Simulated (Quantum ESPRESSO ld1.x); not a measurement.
The numbers below are computed, except where a source is named.
Be, 4 electrons, occupied as 2s2 3s2 (not the ground configuration). Level of theory: scalar-relativistic Kohn-Sham, PBE, spin-unpolarised, spherical densities, point nucleus (ld1.x of Quantum ESPRESSO 7.5).

X-ray form factor f0, the Fourier transform of the density (f0(0) = 4):

sin(theta)/lambda (1/angstrom)  f0 (electrons)
0.05                                     3.049
0.1                                      1.731
0.15                                     1.131
0.2                                      0.828
0.25                                     0.547
0.3                                      0.299
0.4                                      0.020
0.5                                     -0.035
0.6                                     -0.005
0.8                                      0.061
1                                        0.073
1.25                                     0.058
1.5                                      0.041
2                                        0.019
